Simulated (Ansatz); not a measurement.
## Molecular dynamics of CH6BFO2Si

The input (input.yaml):

```yaml
crystal:
  periodic: [false, false, false]
  atoms:
    - { symbol: C, position_ang: [-0.973605, 1.459409, -1.44547] }
    - { symbol: B, position_ang: [-0.325009, 0.844789, -0.141498] }
    - { symbol: O, position_ang: [0.27878, -0.348088, -0.199453] }
    - { symbol: Si, position_ang: [0.993146, -1.095184, 1.16583] }
    - { symbol: O, position_ang: [0.218924, -2.569197, 1.432089] }
    - { symbol: F, position_ang: [2.539474, -1.320759, 0.716616] }
    - { symbol: H, position_ang: [-2.044379, 1.647199, -1.288744] }
    - { symbol: H, position_ang: [-0.8665, 0.819977, -2.328666] }
    - { symbol: H, position_ang: [-0.522054, 2.43419, -1.674357] }
    - { symbol: H, position_ang: [-0.381877, 1.45194, 0.871398] }
    - { symbol: H, position_ang: [0.866536, -0.305713, 2.371256] }
    - { symbol: H, position_ang: [0.293464, -3.073764, 0.5551] }
basis:
  gaussian: { orbitals: STO-3G }
hamiltonian:
  xc: pbe0
md:
  timestep: 0.5
  n_steps: 200
  ensemble: nvt_langevin
  temperature: 300.0
  initial_velocities: maxwell_boltzmann
  seed: 800473
  friction: 0.005
```

Command:

```bash
$ ansatz run input.yaml --threads 1 --pin off --max-ram 2048MiB --backend cpu --events-out ev --progress --plain --runs-dir out
```

It starts from a relaxed structure.

Output, in part (one step line in 4, the closing report, with atoms numbered from 0):

```
md step     0: t =     0.00 fs  T =   275.0 K  F+E_penalty+E_count = -16282.57113731 eV  E_kin = 0.426558 eV  (23 SCF iters)
md step     4: t =     2.00 fs  T =   177.5 K  F+E_penalty+E_count = -16282.40919243 eV  E_kin = 0.275392 eV  (27 SCF iters)
md step     8: t =     4.00 fs  T =   216.7 K  F+E_penalty+E_count = -16282.46172803 eV  E_kin = 0.336134 eV  (27 SCF iters)
md step    12: t =     6.00 fs  T =   151.7 K  F+E_penalty+E_count = -16282.36091612 eV  E_kin = 0.235254 eV  (27 SCF iters)
md step    16: t =     8.00 fs  T =   126.4 K  F+E_penalty+E_count = -16282.30660681 eV  E_kin = 0.196124 eV  (27 SCF iters)
md step    20: t =    10.00 fs  T =   198.5 K  F+E_penalty+E_count = -16282.40300860 eV  E_kin = 0.307846 eV  (27 SCF iters)
md step    24: t =    12.00 fs  T =   110.9 K  F+E_penalty+E_count = -16282.26338025 eV  E_kin = 0.172015 eV  (27 SCF iters)
md step    28: t =    14.00 fs  T =   229.1 K  F+E_penalty+E_count = -16282.43535304 eV  E_kin = 0.355363 eV  (27 SCF iters)
md step    32: t =    16.00 fs  T =   154.3 K  F+E_penalty+E_count = -16282.33536985 eV  E_kin = 0.239370 eV  (27 SCF iters)
md step    36: t =    18.00 fs  T =   143.9 K  F+E_penalty+E_count = -16282.34200173 eV  E_kin = 0.223133 eV  (25 SCF iters)
md step    40: t =    20.00 fs  T =   217.0 K  F+E_penalty+E_count = -16282.42581774 eV  E_kin = 0.336632 eV  (27 SCF iters)
md step    44: t =    22.00 fs  T =    99.6 K  F+E_penalty+E_count = -16282.23871923 eV  E_kin = 0.154434 eV  (21 SCF iters)
md step    48: t =    24.00 fs  T =   199.0 K  F+E_penalty+E_count = -16282.38688743 eV  E_kin = 0.308600 eV  (27 SCF iters)
md step    52: t =    26.00 fs  T =   132.1 K  F+E_penalty+E_count = -16282.26745186 eV  E_kin = 0.204868 eV  (27 SCF iters)
md step    56: t =    28.00 fs  T =   138.4 K  F+E_penalty+E_count = -16282.29615229 eV  E_kin = 0.214676 eV  (23 SCF iters)
md step    60: t =    30.00 fs  T =   214.1 K  F+E_penalty+E_count = -16282.39474512 eV  E_kin = 0.332086 eV  (27 SCF iters)
md step    64: t =    32.00 fs  T =   133.5 K  F+E_penalty+E_count = -16282.24704779 eV  E_kin = 0.207084 eV  (21 SCF iters)
md step    68: t =    34.00 fs  T =   255.0 K  F+E_penalty+E_count = -16282.43284780 eV  E_kin = 0.395578 eV  (27 SCF iters)
md step    72: t =    36.00 fs  T =   161.1 K  F+E_penalty+E_count = -16282.28365620 eV  E_kin = 0.249936 eV  (27 SCF iters)
md step    76: t =    38.00 fs  T =   232.1 K  F+E_penalty+E_count = -16282.37425216 eV  E_kin = 0.359953 eV  (27 SCF iters)
md step    80: t =    40.00 fs  T =   269.3 K  F+E_penalty+E_count = -16282.42232842 eV  E_kin = 0.417723 eV  (27 SCF iters)
md step    84: t =    42.00 fs  T =   172.4 K  F+E_penalty+E_count = -16282.27126133 eV  E_kin = 0.267476 eV  (27 SCF iters)
md step    88: t =    44.00 fs  T =   294.3 K  F+E_penalty+E_count = -16282.43826662 eV  E_kin = 0.456427 eV  (27 SCF iters)
md step    92: t =    46.00 fs  T =   190.3 K  F+E_penalty+E_count = -16282.25716874 eV  E_kin = 0.295173 eV  (27 SCF iters)
md step    96: t =    48.00 fs  T =   203.9 K  F+E_penalty+E_count = -16282.30610214 eV  E_kin = 0.316275 eV  (27 SCF iters)
md step   100: t =    50.00 fs  T =   242.2 K  F+E_penalty+E_count = -16282.35668927 eV  E_kin = 0.375631 eV  (27 SCF iters)
md step   104: t =    52.00 fs  T =   158.7 K  F+E_penalty+E_count = -16282.22298713 eV  E_kin = 0.246198 eV  (22 SCF iters)
md step   108: t =    54.00 fs  T =   242.1 K  F+E_penalty+E_count = -16282.35294072 eV  E_kin = 0.375558 eV  (26 SCF iters)
md step   112: t =    56.00 fs  T =   219.5 K  F+E_penalty+E_count = -16282.27375002 eV  E_kin = 0.340451 eV  (27 SCF iters)
md step   116: t =    58.00 fs  T =   290.2 K  F+E_penalty+E_count = -16282.36836905 eV  E_kin = 0.450211 eV  (27 SCF iters)
md step   120: t =    60.00 fs  T =   322.3 K  F+E_penalty+E_count = -16282.43684768 eV  E_kin = 0.499904 eV  (27 SCF iters)
md step   124: t =    62.00 fs  T =   249.6 K  F+E_penalty+E_count = -16282.30691080 eV  E_kin = 0.387237 eV  (27 SCF iters)
md step   128: t =    64.00 fs  T =   284.5 K  F+E_penalty+E_count = -16282.36990844 eV  E_kin = 0.441295 eV  (26 SCF iters)
md step   132: t =    66.00 fs  T =   188.2 K  F+E_penalty+E_count = -16282.22299133 eV  E_kin = 0.291858 eV  (27 SCF iters)
md step   136: t =    68.00 fs  T =   208.3 K  F+E_penalty+E_count = -16282.21639439 eV  E_kin = 0.323024 eV  (26 SCF iters)
md step   140: t =    70.00 fs  T =   248.2 K  F+E_penalty+E_count = -16282.27648113 eV  E_kin = 0.384974 eV  (27 SCF iters)
md step   144: t =    72.00 fs  T =   193.4 K  F+E_penalty+E_count = -16282.21279279 eV  E_kin = 0.299938 eV  (27 SCF iters)
md step   148: t =    74.00 fs  T =   269.9 K  F+E_penalty+E_count = -16282.34520572 eV  E_kin = 0.418620 eV  (24 SCF iters)
md step   152: t =    76.00 fs  T =   279.8 K  F+E_penalty+E_count = -16282.33125547 eV  E_kin = 0.433988 eV  (27 SCF iters)
md step   156: t =    78.00 fs  T =   301.2 K  F+E_penalty+E_count = -16282.36660598 eV  E_kin = 0.467138 eV  (26 SCF iters)
md step   160: t =    80.00 fs  T =   270.8 K  F+E_penalty+E_count = -16282.31500940 eV  E_kin = 0.419977 eV  (27 SCF iters)
md step   164: t =    82.00 fs  T =   214.7 K  F+E_penalty+E_count = -16282.22206608 eV  E_kin = 0.332971 eV  (26 SCF iters)
md step   168: t =    84.00 fs  T =   304.9 K  F+E_penalty+E_count = -16282.33230888 eV  E_kin = 0.472888 eV  (27 SCF iters)
md step   172: t =    86.00 fs  T =   233.4 K  F+E_penalty+E_count = -16282.22600389 eV  E_kin = 0.361996 eV  (27 SCF iters)
md step   176: t =    88.00 fs  T =   265.5 K  F+E_penalty+E_count = -16282.28722523 eV  E_kin = 0.411844 eV  (27 SCF iters)
md step   180: t =    90.00 fs  T =   304.4 K  F+E_penalty+E_count = -16282.33759519 eV  E_kin = 0.472232 eV  (27 SCF iters)
md step   184: t =    92.00 fs  T =   214.2 K  F+E_penalty+E_count = -16282.22559193 eV  E_kin = 0.332259 eV  (27 SCF iters)
md step   188: t =    94.00 fs  T =   290.4 K  F+E_penalty+E_count = -16282.34764583 eV  E_kin = 0.450438 eV  (27 SCF iters)
md step   192: t =    96.00 fs  T =   265.0 K  F+E_penalty+E_count = -16282.30013849 eV  E_kin = 0.410999 eV  (27 SCF iters)
md step   196: t =    98.00 fs  T =   297.5 K  F+E_penalty+E_count = -16282.31993629 eV  E_kin = 0.461386 eV  (27 SCF iters)
md step   200: t =   100.00 fs  T =   357.8 K  F+E_penalty+E_count = -16282.38887030 eV  E_kin = 0.554948 eV  (25 SCF iters)
Total energy: -16282.38888886 eV, -598.3667550660 hartree
Atom 0 at    -1.195704     1.290169    -1.248359 Å, force    -0.363562     0.197083     2.761474 eV/Å
Atom 1 at    -0.288510     0.715573    -0.034686 Å, force     0.080449     0.104709    -0.755919 eV/Å
Atom 2 at    -0.006195    -0.591347     0.055904 Å, force    -0.162099    -0.071946     0.297976 eV/Å
Atom 3 at     0.957356    -1.307751     1.307151 Å, force    -0.153548     0.160558    -1.131137 eV/Å
Atom 4 at     0.440785    -2.913912     1.426162 Å, force     0.025655     0.178329    -0.070612 eV/Å
Atom 5 at     2.456839    -1.189676     0.716049 Å, force     0.413349    -0.168034    -0.250182 eV/Å
Atom 6 at    -1.757593     2.154855    -0.844806 Å, force     0.027685    -0.374968    -0.145371 eV/Å
Atom 7 at    -1.917172     0.557070    -1.580809 Å, force    -0.261492    -0.355157    -0.586884 eV/Å
Atom 8 at    -0.633937     1.698931    -2.056570 Å, force     0.858411     0.079471    -1.171488 eV/Å
Atom 9 at     0.146973     1.479816     0.749497 Å, force    -0.017738     0.088801     0.127482 eV/Å
Atom 10 at     0.951512    -0.632540     2.556208 Å, force    -0.417359     0.186319     0.744262 eV/Å
Atom 11 at     0.382102    -3.211374     0.453818 Å, force    -0.029752    -0.025163     0.180399 eV/Å
Dipole moment:     0.090618    -0.231178     0.105508 e Å
```

All steps were run. The mean temperature of the second half is 15 % below the set value. A run of 0.1 ps of so small a system gives no equilibrium averages. Limits of this set-up: minimal basis.

The same pairs are bonded in the first frame and the last. Pairs count as bonded within 1.25 times the sum of covalent radii (0.12 Å more for H–H).

Last frame:

```xyz
12
Properties=species:S:1:pos:R:3
C -1.196 1.290 -1.248
B -0.288 0.716 -0.035
O -0.006 -0.591 0.056
Si 0.957 -1.308 1.307
O 0.441 -2.914 1.426
F 2.457 -1.190 0.716
H -1.758 2.155 -0.845
H -1.917 0.557 -1.581
H -0.634 1.699 -2.057
H 0.147 1.480 0.750
H 0.952 -0.632 2.556
H 0.382 -3.211 0.454
```

Run time: 12 min on 1 CPU thread of a shared host.
